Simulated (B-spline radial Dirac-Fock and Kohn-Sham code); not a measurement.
Calculated with a radial atomic solver, using Dirac-Fock ΔSCF + Breit + QED. Electron correlation is not included.

**Question.** An atom or ion in its tabulated ground configuration has these computed binding energies (the last is its least bound level). Which is it?

```
level  binding energy (eV)
   1s              43808.4
2p3/2               6450.5
3p1/2               1648.5
3p3/2               1544.0
4p1/2                487.5
4p3/2                463.6
   5s                221.5
```

**Answer.** Nd¹²⁺: Z = 60 with 48 electrons, [Kr] 4d10 5s2. The hydrogen-like estimate √(E/Ry) = 56.7 for the K level lies 3.3 below Z (screening lowers it, relativity raises it); the outermost level, at 221.5 eV, fixes the charge.
